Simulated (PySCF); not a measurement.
```xyz
6
charge 0 multiplicity 2, angstrom
Te    0.0000    0.0000   -0.0156
H     0.0000    0.0000    1.6535
H     1.7906    0.0000    0.0897
H     0.0000    1.7906    0.0897
H    -1.7906    0.0000    0.0897
H     0.0000   -1.7906    0.0897
```

Level of theory: PySCF, UPBE0, basis Te def2-TZVP with ECP28, H def2-TZVP (scalar-relativistic core potentials, no spin–orbit coupling, density fitting).

This geometry of TeH₅ is a stationary point at this level.

(1) What is the point group?

(2) Is it a minimum?

(3) List the harmonic modes with their infrared intensities.

(4) Give the atomic charges and bond orders.

(5) What is the atomisation energy, with and without zero-point energy?

## Answers

(1) C4v.

(2) Yes: all harmonic wavenumbers are real.

(3) 
```tsv
symmetry	ω (cm⁻¹)	IR (km/mol, summed over degenerate members)
b1	678	0.0
a1	707	72.2
e	744	1.8
b2	880	0.0
e	906	170
e	1426	1901
a1	1607	1.6
b1	1663	0.0
a1	2072	14.3
```

(4) 
```tsv
atom	Mulliken	Löwdin	polar tensor	spin (Mulliken)	Mayer order to Te1
Te1	0.18	0.29	1.46	0.14	–
H2	0.10	0.01	-0.11	0.05	0.89
H3,4,5,6	-0.07	-0.08	-0.34	0.20	0.75
```

(5) 838 kJ/mol without, 756 kJ/mol with.

Only a few start shapes were tried, so a lower isomer may exist. Spin–orbit coupling, left out here, can matter for elements this heavy.
